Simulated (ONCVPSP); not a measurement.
## Plane-wave convergence, ONCV potential for tantalum (Ta)

- Element: tantalum
- Generator: ONCVPSP 4.0.1
- Type: optimised norm-conserving Vanderbilt (ONCV)
- Functional: PBEsol
- Relativity: scalar-relativistic
- Frozen core: [Kr] 4d10 4f14
- Valence charge: 13
- Reference configuration: 5s2 5p6 5d4 6s1
- Partial waves: 5s+6s: rc 1.50 bohr, ncon 4, nbas 7, qcut 6.2 1/bohr, 2 projectors; 5p: rc 1.95 bohr, ncon 4, nbas 8, qcut 8.3 1/bohr, 2 projectors, debl 2.5 Ha; 5d: rc 2.80 bohr, ncon 4, nbas 8, qcut 4.4 1/bohr, 1 projector
- Local potential: polynomial inside 1.15 bohr (lpopt 5, dvloc0 2 Ha)
- Core correction: Teter function, fcfact 2.25, rcfact 1.2

**Question.** For each optimised wave give the share of its norm inside rc, the residual kinetic energy above qcut (Ha) and the cutoffs (Ha) for errors of 10, 1, 0.1 and 0.01 mHa per electron.

**Answer.**

| wave | norm inside rc | residual KE | 10 mHa | 1 mHa | 0.1 mHa | 0.01 mHa |
| --- | --- | --- | --- | --- | --- | --- |
| 5s | 0.865 | 1.2e-03 | 15.1 | 20.5 | 52.1 | 72.8 |
| 6s | 0.039 | 3.7e-04 | 11.7 | 17.3 | 29.6 | 58.1 |
| 5p | 0.912 | 1.6e-08 | 8.0 | 15.4 | 21.8 | 25.8 |
| p projector 2 | 0.096 | 6.7e-08 | 7.4 | 16.3 | 23.2 | 27.7 |
| 5d | 0.713 | 1.4e-04 | 6.6 | 8.4 | 10.3 | 28.9 |

The occupied waves need 20 Ha and 52 Ha for 1 and 0.1 mHa. 1 of 4 tests not solved or not reliable.
